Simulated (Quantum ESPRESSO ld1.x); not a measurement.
Values are calculated unless marked as measured or tabulated.
Task: All-electron atom: Rh VII in [Kr] 4d3 (the NIST ground configuration). Level of theory: Dirac Kohn-Sham, revPBE, spin-unpolarised, spherical densities, point nucleus; open shells are shared between the two j in proportion to 2j + 1 (ld1.x of Quantum ESPRESSO 7.5).

Spin-orbit splittings of the eigenvalues, e(l+1/2) - e(l-1/2), with zeta = 2 splitting/(2l+1) and mean radii in bohr:

| shell | occ. | splitting (eV) | zeta (eV) | <r> j=l-1/2 | <r> j=l+1/2 |
|---|---|---|---|---|---|
| 2p | 6 | 144.6 | 96.39 | 0.1203 | 0.1252 |
| 3p | 6 | 24.94 | 16.62 | 0.3826 | 0.3933 |
| 3d | 10 | 4.927 | 1.971 | 0.3675 | 0.3710 |
| 4p | 6 | 4.353 | 2.902 | 1.008 | 1.032 |
| 4d | 3 | 0.6356 | 0.2542 | 1.205 | 1.213 |
| 4f | 0 | 0.02621 | 0.007489 | 1.850 | 1.852 |
| 5p | 0 | ? | ? | 2.265 | 2.304 |

Estimate the 5p splitting.

Result: 0.9873 eV (zeta = 0.6582 eV).
